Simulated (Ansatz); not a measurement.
# A rate constant, worked out

An elementary step of SiH2Cl2O2, singlet (SiH₂Cl₂O₂ ([OH][Si]([OH])([Cl])[Cl]) → SiCl₂O ([O][Si]([Cl])[Cl]) + H₂O (still joined by a long Si–O bond); Si–O, O–H broken or loosened, O–H formed or tightened). The start structure is the reactant molecule, and the electronic barrier above it is 2.368 eV by CCSD(T) at an estimated basis limit (MP2 extrapolated from triple and quadruple zeta, plus CCSD(T) − MP2 in triple zeta). Computed with Ansatz 0.2.0 (basis: def2-TZVPP and def2-QZVPP); correlated methods freeze the cores. Extrapolation: Hartree–Fock as exp(−7.88 √X), correlation as X^−2.97. Harmonic wavenumbers at PBE0-D4/def2-TZVP (Ansatz 0.2.0), in cm⁻¹:

Start: 128, 167, 209, 268, 277, 303, 334, 506, 605, 815, 825, 927, 1011, 3914, 3922.

Saddle: 763i, 164, 185, 257, 269, 431, 485, 549, 599, 786, 842, 1182, 1379, 2319, 3821.

(1) Work out the transition-state-theory rate constant at 700 K from these numbers alone (harmonic vibrations; rotation, path degeneracy and anharmonicity left out), and the Wigner tunnelling factor. Use 1 cm⁻¹ = 1.2398 × 10⁻⁴ eV and k_B = 8.617 × 10⁻⁵ eV/K.

The T1 diagnostic stays at or below 0.014.

## Answers

(1) Zero-point energies, half the sums: start 14211/2 cm⁻¹ = 0.8810 eV; saddle, real modes only, 13268/2 cm⁻¹ = 0.8225 eV.
Barrier with zero-point energy: 2.368 + 0.8225 − 0.8810 = 2.3095 eV.
k_BT = 0.06032 eV, so the barrier is 38.29 k_BT.
Vibrational partition functions from the zero-point level, ln q = −Σ ln(1 − exp(−hν/k_BT)): start 8.396, saddle 6.456.
k = (k_BT/h) exp(ln q‡ − ln q) exp(−E0/k_BT), with log₁₀(k_BT/h in s⁻¹) = 13.16: log₁₀ k = 13.16 + (-1.940 − 38.29)/2.3026 = -4.31, so k ≈ 5 × 10^(-5) s⁻¹.
Wigner factor: 1 + (hν‡/k_BT)²/24 = 1 + (1.57)²/24 = 1.10. A change of 1 kcal/mol (0.043 eV) in the barrier would change k by a factor of 2.1 at this temperature.

Labels in which every atom is bracketed show which atoms are joined, not bond orders.

For scale, one of the runs: CCSD(T)/def2-TZVPP, 216 basis functions, launched by `ansatz run in.yaml --threads 4 --pin off --events-out ev --progress --plain --max-ram 9574MiB`. Hardware: 4 CPU threads of an Arm Neoverse V1, shared host. Wall time 86 s; peak host memory 3 GiB.
